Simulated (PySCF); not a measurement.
Start geometry of `[SeH][SiH2][SeH]` from GFN2-xTB (Å):
```
atom  x, y, z in Å
Se1    1.730   -0.467    0.828
Si2   -0.030    0.768   -0.045
Se3   -1.790   -0.550   -0.715
H4     1.816   -1.387   -0.255
H5    -0.427    1.647    1.035
H6     0.389    1.467   -1.257
H7    -1.654   -1.507    0.359
```

**Question.** What comes out of this run: PBE0-D3(BJ)/def2-SVP geometry optimisation, gas phase (PySCF 2.14.0)?

**Answer.** 
```
atom  x, y, z in Å
Se1    1.897   -0.023    0.625
Si2   -0.186    0.633   -0.030
Se3   -1.583   -1.078   -0.595
H4     2.162   -0.725   -0.640
H5    -0.684    1.417    1.136
H6    -0.154    1.481   -1.256
H7    -1.418   -1.741    0.709
```

The energy falls by 0.116 eV over 9 energy and gradient evaluations, the largest force component goes from 0.0284 to 4.1e-04 Eh/bohr, and the atoms move by 0.174 Å rms after alignment. The bond that changes most is Se1–H4 (ends: selenium bonded to Si and H; hydrogen on selenium), which lengthens by 0.048 Å. Bonds longer at the end by more than 0.005 Å: 4 of 6; shorter: 2. Among the angles that change most is H5–Si2–H6, from 114.0° to 110.6°. Among the dihedrals that turn most is H6–Si2–Se3–H7, from 157° to 179°. Rotational constants go from 9414, 842.6, 785.2 to 9886, 844.1, 792.4 MHz. The orientation of the end geometry is arbitrary; only internal coordinates are fixed.

The run used 102 basis functions and 58 SCF cycles in all. Time: 35 s wall; peak memory 0.44 GiB. Hardware: Arm Neoverse V2, one thread (shared host).

Whether it is a minimum is left open (no frequencies). One conformer, not necessarily the lowest.
